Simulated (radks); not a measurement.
The fluorine ion F2+, 7 electrons, occupied as [He] 2s2 2p3 (the NIST ground configuration). Method: non-relativistic Kohn-Sham, Tao-Mo meta-GGA, spin-unpolarised, spherical densities, point nucleus; meta-GGA in the generalised Kohn-Sham scheme; computed with a radial shooting solver on a logarithmic mesh with Libxc functionals.

Local quantities along the radius. ELF = 1/(1 + alpha^2) is the electron localisation function; alpha = (tau - tau_W)/tau_unif compares the Pauli kinetic energy density with that of the uniform gas; -r V(r) is the screened charge that the Kohn-Sham potential presents (atomic units).

r (bohr)	ELF	alpha	-r V(r)
0.01134	1.000	0.003806	8.819
0.01249	1.000	0.003913	8.800
0.01385	1.000	0.004047	8.778
0.01537	1.000	0.004200	8.753
0.01706	1.000	0.004378	8.725
0.01878	1.000	0.004568	8.696
0.02083	1.000	0.004806	8.662
0.02312	1.000	0.005086	8.624
0.02545	1.000	0.005389	8.585
0.02824	1.000	0.005777	8.538
0.03133	1.000	0.006242	8.487
0.03449	1.000	0.006756	8.435
0.03827	1.000	0.007431	8.373
0.04246	1.000	0.008262	8.304
0.04674	1.000	0.009209	8.235
0.05186	1.000	0.01049	8.153
0.05755	1.000	0.01213	8.064
0.06335	1.000	0.01408	7.975
0.07029	1.000	0.01684	7.871
0.07799	1.000	0.02055	7.758
0.08585	0.999	0.02518	7.647
0.09526	0.999	0.03214	7.518
0.1057	0.998	0.04215	7.380
0.1164	0.997	0.05555	7.245
0.1291	0.994	0.07721	7.090
0.1433	0.988	0.1109	6.925
0.159	0.973	0.1650	6.749
0.175	0.943	0.2453	6.575
0.1942	0.869	0.3878	6.370
0.2154	0.718	0.6261	6.142
0.2371	0.512	0.9764	5.904
0.2631	0.298	1.535	5.628
0.292	0.168	2.227	5.385
0.3214	0.116	2.760	5.221
0.3566	0.107	2.885	5.048
0.3957	0.141	2.467	4.862
0.4356	0.224	1.862	4.695
0.4833	0.378	1.282	4.512
0.5363	0.559	0.8880	4.339
0.5903	0.693	0.6661	4.211
0.655	0.783	0.5262	4.064
0.7268	0.832	0.4499	3.834
0.8	0.854	0.4140	3.602
0.8877	0.862	0.4005	3.384
0.985	0.857	0.4083	3.202
1.084	0.841	0.4345	3.056
1.203	0.808	0.4870	2.915
1.335	0.752	0.5737	2.788
1.481	0.664	0.7111	2.671
1.63	0.548	0.9086	2.572
1.809	0.390	1.249	2.475
2.007	0.232	1.819	2.389
2.21	0.119	2.714	2.319
2.452	0.048	4.448	2.253
2.721	0.016	7.788	2.197
2.995	0.005	13.90	2.155
3.323	0.001	27.96	2.117

On this mesh the ELF has minima near r = 0.36 bohr, which separate the shells, and maxima near 0.89 (0.86).
